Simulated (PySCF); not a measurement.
Computed IR spectrum (relative IR intensity) of a molecule C₅H₃N₃. Geometry optimised at PBE0-D3(BJ)/def2-SVP. One conformer was computed; it need not be the lowest. These are PBE0-D3(BJ)/def2-SVP in PySCF values and carry that method's errors. Frequencies are harmonic and unscaled.

ν (cm⁻¹): 142 (vw), 169 (w), 434 (s), 790 (w), 889 (m), 1042 (vs), 1094 (m), 1212 (m), 1274 (m), 1309 (m), 1443 (vs), 1518 (m), 2405 (w), 3202 (m), 3208 (m) (against the strongest line: vs over 80 %, s over 45 %, m over 15 %, w over 4 %, vw less)

### Question
Identify the compound among the candidates.
(A) N#Cc1cnccn1
(B) N#Cc1ccncn1
(C) N#Cc1ncccn1
(D) N#Cc1cncnc1

### Answer
A, N#Cc1cnccn1
